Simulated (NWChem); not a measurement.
Everything below was run with NWChem. System: SSn, charge 0, spin multiplicity 1, at a geometry optimised with PBE0/def2-SVP with def2 effective core potentials on Sn. The structure started from a generated list of species. Level: B3LYP/def2-SVPD with def2 effective core potentials on Sn, VWN1-RPA local correlation.

Output (cleaned and shortened):

```
             Northwest Computational Chemistry Package (NWChem) 7.3.0
             --------------------------------------------------------

                                NWChem Input Module
                                -------------------

 Scaling coordinates for geometry "geometry" by  1.889725989
 (inverse scale =  0.529177249)

 Turning off AUTOSYM since
 SYMMETRY directive was detected!

                             Geometry "geometry" -> ""
                             -------------------------

 Output coordinates in angstroms (scale by  1.889725989 to convert to a.u.)

  No.       Tag          Charge          X              Y              Z
 ---- ---------------- ---------- -------------- -------------- --------------
    1 Sn                  50.0000     0.00000000     0.00000000     0.53880000
    2 S                   16.0000     0.00000000     0.00000000    -1.68375000

 Effective nuclear repulsion energy (a.u.)     190.4757144720

            Nuclear Dipole moment (a.u.)
            ----------------------------
        X                 Y               Z
 ---------------- ---------------- ----------------
     0.0000000000     0.0000000000    -0.0000000000

      Symmetry information
      --------------------

 Group name             C2v
 Group number             16
 Group order               4
 No. of unique centers     2

      Symmetry unique atoms

     1    2


 Summary of "ao basis" -> "" (spherical)
 ------------------------------------------------------------------------------
       Tag                 Description            Shells   Functions and Types
 ---------------- ------------------------------  ------  ---------------------
 *                         def2-svpd                  on all atoms

                                 NWChem DFT Module
                                 -----------------

 Summary of "ao basis" -> "ao basis" (spherical)
 ------------------------------------------------------------------------------
       Tag                 Description            Shells   Functions and Types
 ---------------- ------------------------------  ------  ---------------------
 Sn                        def2-svpd                12       32   5s4p3d
 S                         def2-svpd                11       27   5s4p2d

 Summary of "ao basis" -> "ao basis" (spherical)
 ------------------------------------------------------------------------------
       Tag                 Description            Shells   Functions and Types
[...]
     0   0 0 0     -0.000000    -19.000000    -19.000000     38.000000

     1   1 0 0      0.000000      0.000000      0.000000      0.000000
     1   0 1 0     -0.000000     -0.000000     -0.000000      0.000000
     1   0 0 1      1.384852     14.947007     14.947007    -28.509162

     2   2 0 0    -27.376076    -13.688038    -13.688038      0.000000
     2   1 1 0      0.000000      0.000000      0.000000      0.000000
     2   1 0 1     -0.000000     -0.000000     -0.000000      0.000000
     2   0 2 0    -27.376076    -13.688038    -13.688038      0.000000
     2   0 1 1      0.000000      0.000000      0.000000      0.000000
     2   0 0 2    -31.198621   -107.995144   -107.995144    184.791667

 *** CALLING NEW AORESP DRIVER FOR CLOSED AND OPEN SHELLS ***
 Entering AOResponse driver routine

--------------------------------------------------------------------------------

          ****************
          *** RESPONSE ***
          ****************

 Response module for NWChem and dynamic CPKS solver

          -----------------------------------------------
          Solving response equations for perturbing field
          -----------------------------------------------

 number of frequencies:     1
 frequency in a.u.:  0.0000000E+00
 Perturbing field: electric
 Using El. Dipole Length Gauge

 Setting up CPKS with frequency omega =      0.00000000 a.u.

 STATIC response

                                NWChem CPHF Module
                                ------------------

  scftype          =     RHF
  nclosed          =       19
  nopen            =        0
  variables        =      760
  # of vectors     =        3
  tolerance        = 0.10D-03
  level shift      = 0.00D+00
  max iterations   =       50
  max subspace     =       30

  int2e_file: Failed to allocate cache ... halving
 SCF residual:    5.0128090499618693E-004

Iterative solution of linear equations
  No. of variables      760
  No. of equations        3
  Maximum subspace       30
        Iterations       50
       Convergence  1.0D-04

   iter   nsub   residual    time
   ----  ------  --------  ---------
     1      3    1.59D+01       5.1
     2      6    2.90D+00       7.4
     3      9    4.02D-01       9.7
     4     12    8.09D-02      12.0
     5     15    9.01D-03      14.8
     6     18    2.43D-03      17.2
     7     21    1.81D-04      19.5
     8     24    6.40D-05      21.9

 Electric Dipole Response Matrix (nonzero elements):

              1        2        3
    1   51.4025  -0.0000  -0.0000
    2   -0.0000  51.4025   0.0000
    3   -0.0000   0.0000  91.1501

 ------------------------------------------
 average:        64.65166 + I       0.00000

 DFT Linear Response polarizability / au
 Frequency  =       0.0000000 / au
 Wavelength = -999999.0000000 / nm
              X              Y              Z
 -----------------------------------------------
 X      51.4024591     -0.0000001     -0.0000008
 Y      -0.0000001     51.4024592      0.0000005
 Z      -0.0000008      0.0000005     91.1500757
 -----------------------------------------------
 Eigenvalues =      51.4024590     51.4024593     91.1500757
 Isotropic   =      64.6516647
 Anisotropic =      39.7476166
 -----------------------------------------------

 Magnetic Dipole Response Matrix (nonzero elements):
 Optical rotation tensor Beta

 *** static G'=0. Use GPRIME input with finite omega
 *** or better ORBETA without GPRIME for small or zero freq.

 zero matrix

 ------------------------------------------
 average:         0.00000 + I       0.00000

 Exiting AOResponse driver routine

          -------------
          Dipole Moment
          -------------

 Center of charge (in au) is the expansion point
         X =       0.0000000 Y =       0.0000000 Z =      -0.7502411

   Dipole moment        1.3848521701 A.U.
             DMX        0.0000001303 DMXEFC        0.0000000000
             DMY       -0.0000000231 DMYEFC        0.0000000000
             DMZ        1.3848521701 DMZEFC        0.0000000000
   -EFC- dipole         0.0000000000 A.U.
   Total dipole         1.3848521701 A.U.

   Dipole moment        3.5199697178 Debye(s)
             DMX        0.0000003312 DMXEFC        0.0000000000
             DMY       -0.0000000586 DMYEFC        0.0000000000
             DMZ        3.5199697178 DMZEFC        0.0000000000
   -EFC- dipole         0.0000000000 DEBYE(S)
   Total dipole         3.5199697178 DEBYE(S)

 1 a.u. = 2.541766 Debyes

 Task  times  cpu:       22.0s     wall:       22.0s

 Total times  cpu:       22.0s     wall:       22.0s
```

Question: Write an NWChem input that would produce this output.

Answer: One answer among several that fit: 
```
start mol
memory heap 200 mb stack 900 mb global 1100 mb
geometry units angstroms nocenter noautoz
  Sn     0.000000     0.000000     0.538800
  S      0.000000     0.000000    -1.683750
  symmetry group C2v
end
basis spherical
  * library def2-svpd
end
ecp
  Sn library def2-ecp
end
dft
  xc b3lyp
  semidirect memsize 60000000 filesize 0
  iterations 100
end
property
  dipole
  response 1 0.0
end
task dft property
```
